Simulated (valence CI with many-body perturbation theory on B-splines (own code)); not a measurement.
## As¹⁰⁺: magnetic and hyperfine properties of the levels

Computed by relativistic CI+MBPT: five valence electrons over a frozen Dirac-Fock core [Ar], radial functions for each j: 7 s, 7 p, 8 d, 6 f, 4 g, 1 h, with the one-electron correlation potential Σ1 (screened to all orders), the two-electron term Σ2, the three-electron term Σ3, Breit, model QED; selected single and double excitations, second order for the rest, scaled by the run's own slope (own B-spline code, finite nucleus).

No measured spectrum was set against this ion. As an estimate, terms of the open shell hold to 2 to 4 % of their energy, and close levels can change places. Only levels of the ground parity were solved; by the run's estimate the other parity begins above the list, which can be wrong where configurations are misplaced.

A/g_I is the dipole constant over the nuclear g factor μ/I (μ in nuclear magnetons, uniformly magnetised nucleus), B/Q the quadrupole constant per barn. Both hold the static response of the core; the bare values leave it out. Large factors of s and p1/2 electrons are usually good to 5 to 10 %; those of open d and f shells near neutrality can be off by tens of per cent, and small factors of p3/2, d and f electrons come from cancelling terms and can be off by a factor of two or in sign, in half-filled shells by more. B is blank for J = 1/2, where it vanishes, and for nearly pure S terms. Energies count from the lowest level.

Names give the largest LS component (configuration and term), which can be under half, so a name can repeat, a term be missing and a line seem to break the LS rules; names also repeat where a configuration has a term twice. Letters in brackets count levels of one name in rising energy.

```tsv
Level	E (cm⁻¹)	g	A/g_I (MHz)	A/g_I bare	B/Q (MHz/b)	B/Q bare
3d⁵ ⁶S_5/2	0.0	1.997	-490	-12.1		
3d⁵ ⁴G_5/2	61968	0.587	2520	2360	261	274
3d⁵ ⁴G_11/2	62131	1.270	1640	1800	-53.8	-50.3
3d⁵ ⁴G_7/2	62429	0.987	1810	1840	337	353
3d⁵ ⁴G_9/2	62604	1.171	1610	1720	272	286
3d⁵ ⁴P_5/2	67672	1.518	566	827	1760	1820
3d⁵ ⁴P_3/2	68812	1.597	1090	1390	1090	1130
3d⁵ ⁴P_1/2	70196	2.363	-1940	-1300		
3d⁵ ⁴D_7/2	75488	1.420	927	1140	607	618
3d⁵ ⁴D_1/2	77235	0.299	4590	4310		
3d⁵ ⁴D_5/2	78054	1.417	1130	1350	-1140	-1180
3d⁵ ⁴D_3/2	78114	1.319	1660	1830	-740	-766
3d⁵ ²I_11/2	89682	0.932	2160	2160	157	165
3d⁵ ²I_13/2	90612	1.076	2020	2090	-13.9	-11.7
3d⁵ ²D_5/2 [a]	95033	1.075	1610	1670	598	622
3d⁵ ²D_3/2 [a]	97872	0.719	3180	3080	6.20	8.89
3d⁵ ²F_7/2 [a]	100750	1.148	2070	2170	-1100	-1140
3d⁵ ⁴F_9/2	102380	1.277	1420	1570	-112	-118
3d⁵ ⁴F_5/2	103820	1.007	2100	2130	-852	-880
3d⁵ ⁴F_7/2	104820	1.209	1340	1460	-771	-797
3d⁵ ⁴F_3/2	106200	0.493	3350	3150	-264	-272
3d⁵ ²H_9/2	108600	1.012	2030	2060	866	893
3d⁵ ²F_5/2 [a]	109920	1.012	1680	1710	-134	-133
3d⁵ ²H_11/2	112100	1.082	1960	2020	-141	-147
3d⁵ ²G_7/2 [a]	112510	0.910	2610	2600	-475	-501
3d⁵ ²G_9/2 [a]	115850	1.062	1870	1930	-636	-664
3d⁵ ²F_5/2 [b]	119770	0.873	1980	1940	-72.2	-66.5
3d⁵ ²F_7/2 [b]	120700	1.144	1960	2060	783	821
3d⁵ ²S_1/2	130970	1.997	-494	-20.2		
3d⁵ ²D_3/2 [b]	146200	0.800	2530	2470	-357	-373
3d⁵ ²D_5/2 [b]	147130	1.191	1640	1760	-246	-258
3d⁵ ²G_9/2 [b]	162670	1.110	1810	1890	-390	-400
3d⁵ ²G_7/2 [b]	163040	0.890	2470	2450	591	615
3d⁵ ²P_3/2	196130	1.316	1560	1730	-990	-1030
3d⁵ ²P_1/2	196900	0.672	358	219		
3d⁵ ²D_5/2 [c]	213930	1.199	1390	1500	-195	-203
3d⁵ ²D_3/2 [c]	214480	0.814	3380	3330	1250	1300
```

**Question.** Take the isotope of mass number 75, with I = 3/2, μ = 1.4383 μN and Q = 0.311 b. What is the hyperfine structure of 3d⁵ ⁴G_11/2?

**Answer.** From the table A = 1570 MHz, B = -16.7 MHz. Shifts from the centre of gravity in MHz: F = 4: -15300, F = 5: -7450, F = 6: 1970, F = 7: 12900.
